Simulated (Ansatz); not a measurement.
Reaction (ligand exchange at the Sn–C bond): `C#C[CH](C)[SnH3]` + CH₃NH₂ → `C[NH][SnH3]` + `C#CCC`

Isolated molecules relaxed with PBE0-D4/def2-TZVP in Ansatz; ΔE leaves out vibrations. CBS: MP2 limit from def2 TZ/QZ plus the TZ coupled-cluster correction, frozen cores. Functionals use def2-TZVPP. B3LYP here is the variant with VWN-RPA as its local correlation; programs differ in this. Elements past krypton have def2 core potentials. For Sn outer-core shells are correlated without core-valence functions, which leaves a few kJ/mol of doubt a bond.

Question: Is it downhill or uphill in electronic energy at CCSD(T)/CBS, and by how much? (An estimate is asked.)

Answer: The calculation gave: Downhill: ΔE = -1.3 kcal/mol.

Question: What do these levels give: PBE-D4, r2SCAN-D4, PBE0-D4, B3LYP-D4, ωB97X-V, ωB97M-V, r2SCAN, PBE0, SCS-MP2/def2-TZVPP, CCSD/def2-TZVPP, CCSD(T)/def2-TZVPP, SCS-MP2/def2-QZVPP? (Estimate.)

Answer: The calculation gave: PBE-D4 -0.6, r2SCAN-D4 -1.4, PBE0-D4 -0.7, B3LYP-D4 -1.6, ωB97X-V -2.3, ωB97M-V -1.7, r2SCAN -1.6, PBE0 -1.4, SCS-MP2/def2-TZVPP -1.6, CCSD/def2-TZVPP -1.7, CCSD(T)/def2-TZVPP -1.2, SCS-MP2/def2-QZVPP -1.7 kcal/mol.

Largest T1 diagnostic among the species: 0.012.

The D4 term adds +1.2 kcal/mol with B3LYP and +0.7 kcal/mol with PBE0; it sums over pairs of atoms, weighted by their polarisabilities, and B3LYP, whose exchange is more repulsive, gets the larger term. In def2-TZVPP, CCSD(T) changes the Hartree–Fock value by +3.5 kcal/mol (the triples alone add +0.4 kcal/mol) and MP2 by +4.4 kcal/mol.
